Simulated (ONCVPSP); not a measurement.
# u(r) = r·R(r): atom against pseudo-atom (carbon (C))

Columns: radius, all-electron u(r) and pseudo u(r) of the 2s shell (level -19.41 eV) of carbon in the configuration [He] 2s2 2p1.5; revPBE, scalar-relativistic, ONCV scheme, ONCVPSP 4.0.1.

```tsv
r (bohr)	all-electron	pseudo
0.080	-0.3116	0.0430
0.160	-0.3544	0.0896
0.240	-0.2646	0.1427
0.320	-0.1159	0.2045
0.400	0.0504	0.2755
0.480	0.2126	0.3542
0.560	0.3595	0.4373
0.640	0.4865	0.5210
0.720	0.5925	0.6010
0.800	0.6774	0.6736
0.880	0.7423	0.7358
0.960	0.7888	0.7846
1.040	0.8192	0.8179
1.120	0.8357	0.8356
1.200	0.8404	0.8404
1.280	0.8354	0.8354
1.360	0.8225	0.8225
1.440	0.8033	0.8033
1.520	0.7792	0.7792
1.600	0.7514	0.7514
1.680	0.7209	0.7209
1.760	0.6887	0.6887
1.840	0.6553	0.6553
1.920	0.6214	0.6214
2.000	0.5875	0.5875
2.080	0.5540	0.5540
```

**Question.** How many radial nodes do the two functions have?

**Answer.** The all-electron 2s function has n − l − 1 = 1; the pseudo-wave has 0, since the states of the same l below it are removed with the core.

**Question.** At about which radius was the pseudo-wave matched?

**Answer.** 1.15 bohr, where the columns begin to agree (steps of 0.08 bohr).

**Question.** Where does each function peak?

**Answer.** Outermost all-electron maximum near 1.20 bohr, pseudo maximum near 1.20 bohr (to the table’s step).

**Question.** Is the pseudo-wave norm-conserving?

**Answer.** Yes: the ONCV scheme keeps the norm inside the radius equal to the all-electron one, which fixes the energy derivative of the logarithmic derivative at the level.
